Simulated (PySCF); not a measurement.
**Ce⁴⁴⁺: ionisation energy**

Ce⁴⁴⁺ [Ne] 3s2 3p2 [3p1/2^2, M_J = 0] → Ce⁴⁵⁺ [Ne] 3s2 3p1 [3p1/2^1, M_J = 1/2], as a difference of total energies. All numbers are calculated (PySCF 2.14, the two-component X2C-1e Hamiltonian, in an uncontracted even-tempered set (18 s from 10 bohr⁻², ratio 2.4; 14 p from 13 bohr⁻², ratio 2.4; 4 d from 46 bohr⁻², ratio 2.6; 4 f from 70 bohr⁻², ratio 2.6)). Correlated levels: 1s2 frozen; the 54 highest virtual spinors dropped. "Screened" scales the spin-orbit matrix elements by Boettger's factors to mimic the two-electron term; Breit and QED terms are absent.

```json
{"method": "GHF (spin-free)", "ionisation energy (eV)": "3503.3"}
{"method": "GMP2 (spin-free)", "ionisation energy (eV)": "3504.1"}
{"method": "GHF (screened spin-orbit)", "ionisation energy (eV)": "3572.6"}
{"method": "GMP2 (screened spin-orbit)", "ionisation energy (eV)": "3574.5"}
```

Breit and QED terms and the two-electron picture change are absent.

The spin-free rows relax to the high-spin LS determinant and lack the spin-orbit shift.

The labels give the starting determinants; with spin-orbit coupling the two ends relaxed to ⟨J²⟩ = 0.00, ⟨L²⟩ = 1.34, ⟨S²⟩ = 1.34 and ⟨J²⟩ = 0.75, ⟨L²⟩ = 2.01, ⟨S²⟩ = 0.76.

For comparison: 3570 ± 4 eV (theoretical estimate listed by NIST; NIST Atomic Spectra Database, ionization energies).
